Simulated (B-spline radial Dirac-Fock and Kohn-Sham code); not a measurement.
## How the binding energies of Tl²²⁺ add up

System: thallium as Tl²²⁺, configuration [Kr] 4d10 4f13; nuclear rms radius 5.4759 fm (A = 205).

Calculated with a radial finite-basis atomic code, using Dirac-Fock energy differences between relaxed states, corrected for Breit and QED terms. Electron correlation is not included. Energies are counted from the vacuum level.

All terms are in eV, carry their sign (relaxation lowers the binding energy) and add up to the binding energy; ⟨r⟩ is the mean radius of the orbital in the initial state.

```tsv
subshell	−ε (Koopmans)	relaxation	Gaunt	retardation	QED	binding energy	⟨r⟩ (bohr)
1s	86681.3	-81.16	-341.58	31.90	-163.82	86126.6	0.016
2s	16049.0	-44.19	-39.07	2.87	-25.13	15943.4	0.068
2p1/2	15400.7	-49.01	-66.78	6.94	-0.70	15291.2	0.056
2p3/2	13330.5	-45.06	-44.75	9.92	-2.83	13247.8	0.065
3s	4322.6	-20.55	-7.51	0.53	-5.91	4289.1	0.177
3p1/2	4032.2	-21.71	-12.95	1.18	-0.35	3998.4	0.167
3p3/2	3565.0	-19.66	-8.38	1.95	-0.76	3538.2	0.183
3d3/2	3092.8	-22.58	-5.89	0.57	0.40	3065.3	0.159
3d5/2	2993.9	-21.86	-4.13	0.62	0.14	2968.7	0.164
4s	1417.4	-4.84	-1.85	0.15	-1.53	1409.3	0.389
4p1/2	1291.2	-4.87	-3.09	0.30	-0.09	1283.4	0.390
4p3/2	1173.7	-3.99	-1.91	0.49	-0.19	1168.1	0.420
4d3/2	967.0	-4.07	-1.12	0.12	0.08	962.1	0.422
4d5/2	944.5	-3.79	-0.72	0.13	0.03	940.2	0.432
4f	674.5	-4.00	-0.04	-0.01	0.05	670.5	0.436
```

For the deepest level, K (1s), the Breit terms make up -0.360 % of the binding energy, QED -0.190 % and orbital relaxation -0.094 %.

Spin-orbit splittings: 2p 2043.4 eV, 3p 460.2 eV, 3d 96.68 eV, 4p 115.3 eV, 4d 21.89 eV.

Going to the tabulated ground configuration of the next ion removes an electron from N6,7 (4f), computed at 670.5 eV. NIST lists 640 ± 30 eV as the ionisation energy of this species (theoretical), -30.47 eV from the computed value. Where a p, d or f shell is open in either ion the computed value averages over both j values and all terms, while the table refers to the lowest levels; that difference holds spin-orbit splitting (largest in heavy or highly charged ions), term energies where several electrons share open shells, and correlation, and it can reach 10 % or more.
